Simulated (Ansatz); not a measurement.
Geometry optimisation, RKS B3LYP-D4/def2-SVP in Ansatz 0.2.0.

input.yaml

```yaml
crystal:
  periodic: [false, false, false]
  atoms:
    - { symbol: W, position_ang: [-0.586967, -0.161869, -0.34374] }
    - { symbol: H, position_ang: [1.881644, 0.359532, 1.143228] }
    - { symbol: O, position_ang: [2.345811, -0.381865, 0.686263] }
    - { symbol: H, position_ang: [2.199494, -1.138371, 1.283434] }
    - { symbol: H, position_ang: [-0.133495, 1.048703, 0.740386] }
    - { symbol: Cl, position_ang: [-2.740552, -0.214466, -1.085441] }
    - { symbol: F, position_ang: [-0.635143, -1.351205, 1.068298] }
    - { symbol: F, position_ang: [0.236407, 0.757641, -1.703729] }
basis:
  gaussian: { orbitals: def2-SVP }
hamiltonian:
  xc: b3lyp
  dispersion: d4
relax:
  f_tol: 0.03
  max_steps: 50
```

Command:

```bash
$ ansatz run input.yaml --threads 2 --pin off --max-ram 3072MiB --backend cpu --events-out ev --progress --plain --runs-dir out
```

Question: Where does it end, and by what steps?

Answer: The run converged. After 11 steps the energy has fallen by 0.660 eV; H4 moved furthest, 0.68 Å. Joined: W1–O3 (3.12 → 2.24 Å).

```csv
step,energy less start (eV),largest force component (eV/Å),accepted
0,0.0000,1.078,yes
1,-0.1350,1.743,yes
2,-0.2865,2.327,yes
3,-0.4859,2.113,yes
4,-0.5521,1.140,yes
5,-0.6042,0.814,yes
6,-0.6320,0.359,yes
7,-0.6446,0.406,yes
8,-0.6532,0.231,yes
9,-0.6563,0.195,yes
10,-0.6596,0.087,yes
11,-0.6600,0.026,yes
```

```xyz
8
Properties=species:S:1:pos:R:3
W -0.390 -0.145 -0.147
H 2.035 0.266 1.364
O 1.703 -0.286 0.641
H 2.227 -1.098 0.605
H -0.178 1.227 0.814
Cl -2.456 -0.413 -1.150
F -0.784 -1.246 1.293
F 0.411 0.613 -1.631
```

Whether the end is a true minimum wasn't checked by a vibrational analysis.

Time of the run: 48 s on 2 threads of Arm Neoverse V1 (shared host), peak memory 0.24 GiB.
